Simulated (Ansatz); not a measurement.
Reactions of CH8OSi2 (`C[SiH2]O[SiH3]`).

Program: Ansatz. Geometries: PBE0-D4/def2-TZVP. ΔE: electronic, gas phase. CCSD(T)/CBS adds triple-zeta CCSD(T) − MP2 to the extrapolated MP2 energy (def2 sets, frozen cores). This one scheme is used for every species. DFT in def2-TZVPP. B3LYP here is the variant with VWN-RPA as its local correlation; programs differ in this. No spin–orbit coupling; open shells (•) take unrestricted orbitals. For Se outer-core shells are correlated without core-valence functions, which leaves a few kJ/mol of doubt a bond. Scalar relativity is left out up to krypton. One conformer a species, not always the lowest.

```json
{"reaction": "`C[SiH2]O[SiH3]` + `C[Se][Se][SiH3]` → `C[SiH2][Se][Se]C` + `[SiH3]O[SiH3]`", "CCSD(T)/CBS(def2) (kcal/mol)": "?"}
{"reaction": "`C[SiH2]O[SiH3]` + `OC([SiH3])(S)S` → `[SiH3]O[SiH2][SiH3]` + `CC(O)(S)S`", "CCSD(T)/CBS(def2) (kcal/mol)": "3.5"}
{"reaction": "`C[SiH2]O[SiH3]` → `[CH3]`• + `[SiH2]O[SiH3]`•", "CCSD(T)/CBS(def2) (kcal/mol)": "97.4"}
{"reaction": "`C[SiH2]O[SiH3]` + `[NH2][AlH2]` → `[AlH2][NH][SiH2]O[SiH3]` + CH₄", "CCSD(T)/CBS(def2) (kcal/mol)": "?"}
{"reaction": "`C[SiH2]O[SiH3]` → `CO[SiH3]` + `[SiH2]`", "CCSD(T)/CBS(def2) (kcal/mol)": "106.5"}
{"reaction": "`C[SiH2]O[SiH3]` + H₂O → `C[SiH2]O` + `O[SiH3]`", "CCSD(T)/CBS(def2) (kcal/mol)": "5.9"}
{"reaction": "`C[SiH2]O[SiH3]` + `S[SiH]1CO1` → `[SiH3]S[SiH]1CO1` + `C[SiH2]O`", "CCSD(T)/CBS(def2) (kcal/mol)": "10.6"}
{"reaction": "`C[SiH2]O[SiH3]` + `N[SiH2]O[SiH2][SiH3]` → `C[SiH2]O[SiH2]N` + `[SiH3]O[SiH2][SiH3]`", "CCSD(T)/CBS(def2) (kcal/mol)": "0.8"}
{"reaction": "`C[SiH2]O[SiH3]` + `N=C=O` → `O=C=N[SiH3]` + `C[SiH2]O`", "CCSD(T)/CBS(def2) (kcal/mol)": "4.8"}
{"reaction": "`C[SiH2]O[SiH3]` → `O[SiH3]` + `C[SiH]`", "CCSD(T)/CBS(def2) (kcal/mol)": "?"}
```

(1) Fill in the missing values. (Best estimate.)

Largest T1 diagnostic: 0.018, for `N=C=O`.

Answers

(1) The calculation gave: `C[SiH2]O[SiH3]` + `C[Se][Se][SiH3]` → `C[SiH2][Se][Se]C` + `[SiH3]O[SiH3]`: +0.2 kcal/mol; `C[SiH2]O[SiH3]` + `[NH2][AlH2]` → `[AlH2][NH][SiH2]O[SiH3]` + CH₄: -17.9 kcal/mol; `C[SiH2]O[SiH3]` → `O[SiH3]` + `C[SiH]`: +83.1 kcal/mol.
